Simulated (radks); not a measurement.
The numbers below are computed, except where a source is named.
Problem. The mean radii <r> (bohr) of the occupied orbitals of an atom or ion are listed with their occupations. Level of theory: Dirac Kohn-Sham, BLYP, spin-unpolarised, spherical densities, finite nucleus; Fermi nuclear charge, rms radius of each element as measured or else 0.836 A^(1/3) + 0.57 fm (a radial shooting solver on a logarithmic mesh with Libxc functionals).

| orbital | occ. | <r> |
|---|---|---|
| 1s1/2 | 2 | 0.01606 |
| 2s1/2 | 2 | 0.06693 |
| 2p1/2 | 2 | 0.05488 |
| 2p3/2 | 4 | 0.06380 |
| 3s1/2 | 2 | 0.1740 |
| 3p1/2 | 2 | 0.1644 |
| 3p3/2 | 4 | 0.1807 |
| 3d3/2 | 4 | 0.1570 |
| 3d5/2 | 6 | 0.1619 |
| 4s1/2 | 2 | 0.3823 |
| 4p1/2 | 2 | 0.3831 |
| 4p3/2 | 4 | 0.4168 |
| 4d3/2 | 4 | 0.4199 |
| 4d5/2 | 6 | 0.4305 |
| 4f5/2 | 6 | 0.4368 |
| 4f7/2 | 6 | 0.4424 |
| 5s1/2 | 2 | 0.8299 |
| 5p1/2 | 2 | 0.8788 |
| 5p3/2 | 4 | 0.9607 |
| 5d3/2 | 4 | 1.151 |
| 5d5/2 | 5 | 1.187 |
| 6s1/2 | 2 | 2.044 |
| 6p1/2 | 2 | 2.480 |
| 6p3/2 | 3 | 2.848 |

Name the element and its charge. Open shells, if any, fill j = l - 1/2 first.

Solution. Z = 82, lead, charge 0: Pb in [Xe] 4f12 5d9 6s2 6p5. The 1s radius gives Z: for a bare nucleus <r> = (2 gamma + 1)/(2Z) with gamma = sqrt(1 - (Z/c)^2), 0.01587 bohr for Z = 82, and screening makes it slightly larger (0.01606 here). The occupations add up to 82, and the charge is Z minus that.
